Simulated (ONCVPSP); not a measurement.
## Before and after: ONCV potential for ytterbium

ytterbium, optimised norm-conserving Vanderbilt (ONCV), made with ONCVPSP 4.0.1 (LDA (Perdew-Wang 92), fully relativistic). Core [Kr] 4d10 4f13, reference 5s2 5p6 5d1 6s2. Waves: 5s+6s: rc 1.80 bohr, ncon 4, nbas 7, qcut 7 1/bohr, 2 projectors; 5p: rc 1.45 bohr, ncon 3, nbas 8, qcut 6.6 1/bohr, 3 projectors, debl 0.9 Ha; 5d: rc 2.55 bohr, ncon 4, nbas 9, qcut 5.5 1/bohr, 2 projectors, debl 1.5 Ha. Local part: polynomial inside 1.25 bohr (lpopt 1, dvloc0 0 Ha). Core correction: none.

Open shells are filled in proportion to 2j + 1.

In the p channel the program set the typed energies aside and used -1.076, 0.250, 1.150 Ha (j = l + 1/2; the other j can differ).

All-electron outer shells of the reference configuration (LDA (PZ), scalar-relativistic, ld1.x):

| shell | level (eV) | outermost node (bohr) | outermost maximum (bohr) |
| --- | --- | --- | --- |
| 5s | -59.47 | 0.58 | 1.07 |
| 5p | -31.14 | 0.62 | 1.21 |
| 4f | -9.80 | – | 0.48 |
| 6s | -4.72 | 1.44 | 3.05 |
| 5d | -2.03 | 0.70 | 1.87 |

Change: scalar-relativistic. In the p channel the program set the typed energies aside and used -1.145, 0.250, 1.150 Ha.

Cutoffs: the cutoffs (Ha) at which the residual kinetic energy of the hardest occupied pseudo-wave falls to 1 and 0.1 mHa per electron; they do not see the model core or the augmentation charge, which bear on the density cutoff. Errors are all-electron minus pseudo energies relative to the spin-unpolarised reference configuration.

Q: How do hardness, ghosts and transferability respond?

A: The potential gets neither clearly harder nor softer (19 Ha and 63 Ha → 19 Ha and 52 Ha); the bound ghost in d disappears; of the 3 tests that both files solve, the error grows in 1 and shrinks in 2 by more than 15 % and 0.3 meV (median size 3.4 → 4.1 meV).

```tsv
quantity	base	changed
cutoff, loose	19 Ha	19 Ha
cutoff, tight	63 Ha	52 Ha
loose cutoff by channel	s 17 Ha, p 19 Ha, d 9.8 Ha	s 17 Ha, p 19 Ha, d 9.6 Ha
bound ghosts	d3/2	none
GHOST(+) flags under 300 eV	s at 191.7 eV	s at 191.9 eV
tests counted as reliable (solved cleanly; for ONCVPSP, near-neutral configurations with less than one 5d electron left out)	3 of 4	3 of 4
error for 5s2 5p6 5d1 6s1, meV [ΔE 7.47 eV]	+3.4	+0.7
error for 5s2 5p6 5d1 6s0, meV [ΔE 20.86 eV]	+20	+13
error for 5s2 5p6 5d2 6s1, meV [ΔE 2.81 → 2.81 eV]	-1.2	-4.1
s: phases at 1.83 bohr within 0.05 rad from the reference energy up to (Ha; the scan ends near 5)	to the end of the scan	to the end of the scan
```

 A true bound ghost makes a file unfit for plane-wave use even where its test errors are small: the radial tests pick states by their node count and pass the ghost by.
